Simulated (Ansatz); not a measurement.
Species: C$_{2}$H$_{7}$B, charge 0, singlet. C2H7B (dimethylborane, SMILES B(C)C).
B3LYP-D3(BJ)/def2-TZVP minimum from Ansatz (a first-principles code):
```
B
H 1 1.1996
C 1 1.5601 2 118.29
H 3 1.0920 1 114.93 2 -164.51
H 3 1.0926 4 109.67 1 -129.46
H 3 1.1014 4 106.78 5 -113.40
C 1 1.5601 2 118.29 3 180.00
H 7 1.0920 1 114.93 2 -164.51
H 7 1.0926 8 109.67 1 -129.46
H 7 1.1014 8 106.78 9 -113.40
```
Charge 0, spin multiplicity 1.

Total energies in hartree (Ansatz). Radicals and triplets start from unrestricted determinants; spin-orbit coupling is neglected. Correlated methods leave the cores frozen. No relativity. For partners of very few electrons the exact lower level stands in for a higher one.

```tsv
species	HF/cc-pVTZ	CCSD(T)/cc-pVTZ	HF/cc-pVQZ	CCSD(T)/cc-pVQZ	CCSD(T)/cc-pVDZ	CCSDT(Q)/cc-pVDZ
1: C2H7B (SMILES CBC)	-104.53213	-105.05542	-104.53884	-105.08646	-104.93908	-104.94057
2: B (doublet)	-24.53207	-24.59810	-24.53297	-24.60084	-24.58941	-24.58977
3: H (doublet)	-0.49981	-0.49981	-0.49995	-0.49995	-0.49928	-0.49928
4: C (triplet)	-37.69157	-37.78076	-37.69331	-37.78654	-37.76038	-37.76071
```

Question: Work out the atomisation energy (electronic, to ground-state atoms) in kJ/mol: take Hartree-Fock from cc-pVQZ, extrapolate the CCSD(T) correlation energy as X^-3 (X = 3, 4), and add CCSDT(Q) - CCSD(T) in cc-pVDZ. 1 hartree = 2625.5 kJ/mol.

Answer: 
Species 1: correlation (64·(-0.54762) - 27·(-0.52329))/37 = -0.56537; step -0.00149; E1 = -104.53884 + (-0.56537) + (-0.00149) = -105.10570
Species 2: correlation (64·(-0.06787) - 27·(-0.06603))/37 = -0.06921; step -0.00036; E2 = -24.53297 + (-0.06921) + (-0.00036) = -24.60254
Species 3: correlation (64·(0.00000) - 27·(0.00000))/37 = 0.00000; step +0.00000; E3 = -0.49995 + (0.00000) + (+0.00000) = -0.49995
Species 4: correlation (64·(-0.09323) - 27·(-0.08919))/37 = -0.09618; step -0.00033; E4 = -37.69331 + (-0.09618) + (-0.00033) = -37.78982
-1·E1 +1·E2 +7·E3 +2·E4 = 1.42387 hartree = 3738.4 kJ/mol.
